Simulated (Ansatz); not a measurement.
Name a neutral molecule of Al, C, N, O and H with LUMO energy (B3LYP/def2-TZVPP) between -0.70 and -0.40 eV and HOMO–LUMO gap (PBE0/def2-TZVPP) between 6.60 and 6.90 eV (Ansatz, PBE0-D4/def2-TZVP geometry).

`N=[C](O)[Al]([NH2])[NH2]` (-0.51 eV, 6.65 eV); `N[CH2][Al]([OH])[OH]` (-0.44 eV, 6.75 eV). Other molecules can fit too; these were computed, each in one conformer that needn't be the lowest.

B3LYP here is the variant with VWN-RPA as its local correlation; programs differ in this.
